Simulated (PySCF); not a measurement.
# Electron correlation in Os³⁺ (osmium, charge +3)

[Xe] 4f14 5d5, high-spin 6S determinant. Calculation: PySCF 2.14, in ANO-RCC-VTZP (8s7p5d3f2g1h, 104 functions); the spin-free X2C one-electron Hamiltonian (Gaussian nucleus). Frozen: [Xe] 4f14; 5 electrons correlated.

```
  level  correlation energy (mhartree)
   CCSD                         -52.01
    (T)                          -0.46
CCSD(T)                         -52.47
```

Diagnostics: T1 = 0.0012, D1 = 0.0018, largest double amplitude 0.034.

Q: Is a single reference adequate?

A: Yes, within this model without spin-orbit coupling: T1 lies below 0.03 and no double amplitude reaches 0.07.
